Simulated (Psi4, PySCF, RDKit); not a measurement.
Internal rotation in C10H10S2, SMILES Cc1ccsc1-c1sccc1C. Scanned: dihedral S5–C6–C7–S8; all other coordinates were relaxed at GFN2-xTB. Points at φ and −φ are mirror images. Heavy atoms are numbered in the order of the SMILES Cc1ccsc1-c1sccc1C, hydrogens after them in the order of the atoms that carry them; the mirror image has the same energies with the sign of each dihedral reversed.

Levels of theory: UFF // GFN2-xTB (RDKit); RHF/STO-3G = restricted Hartree-Fock/STO-3G // GFN2-xTB run with PySCF; RKS-B3LYP/LANL2DZ = restricted B3LYP/LANL2DZ, with its core potentials past Ne // GFN2-xTB (PySCF 2.14.0); PBE-D3(BJ)/def2-SVP // GFN2-xTB (Psi4).

Energies relative to the lowest point of each profile, in kcal/mol; the last columns give the difference from PBE-D3(BJ):

| φ / ° | UFF | RHF/STO-3G | RKS-B3LYP/LANL2DZ | PBE-D3(BJ)/def2-SVP | UFF − PBE-D3(BJ)/def2-SVP | RHF/STO-3G − PBE-D3(BJ)/def2-SVP | RKS-B3LYP/LANL2DZ − PBE-D3(BJ)/def2-SVP |
|---|---|---|---|---|---|---|---|
| -150 | 0.7 | 1.5 | 1.7 | 0.4 | 0.4 | 1.1 | 1.3 |
| -120 | 0.0 | 0.2 | 0.4 | 0.5 | -0.5 | -0.3 | -0.1 |
| -90 | 2.0 | 0.1 | 0.3 | 1.1 | 0.9 | -1.0 | -0.9 |
| -60 | 0.1 | 0.0 | 0.0 | 0.0 | 0.1 | 0.0 | 0.0 |
| -30 | 3.0 | 2.6 | 2.4 | 1.3 | 1.8 | 1.4 | 1.1 |
| 0 | 19.3 | 10.3 | 10.8 | 8.4 | 11.0 | 1.9 | 2.4 |
| 30 | 3.0 | 2.6 | 2.4 | 1.3 | 1.8 | 1.4 | 1.1 |
| 60 | 0.1 | 0.0 | 0.0 | 0.0 | 0.1 | 0.0 | 0.0 |
| 90 | 2.0 | 0.1 | 0.3 | 1.1 | 0.9 | -1.0 | -0.9 |
| 120 | 0.0 | 0.2 | 0.4 | 0.5 | -0.5 | -0.3 | -0.1 |
| 150 | 0.7 | 1.5 | 1.7 | 0.4 | 0.4 | 1.1 | 1.3 |
| 180 | 4.4 | 2.9 | 2.6 | 0.3 | 4.0 | 2.6 | 2.3 |

UFF is furthest from PBE-D3(BJ)/def2-SVP at 0 (11.0 kcal/mol, above); its mean absolute difference over the points is 1.9 kcal/mol.

RHF/STO-3G is furthest from PBE-D3(BJ)/def2-SVP at 180 (2.6 kcal/mol, above); its mean absolute difference over the points is 1.0 kcal/mol.

RKS-B3LYP/LANL2DZ is furthest from PBE-D3(BJ)/def2-SVP at 0 (2.4 kcal/mol, above); its mean absolute difference over the points is 1.0 kcal/mol.
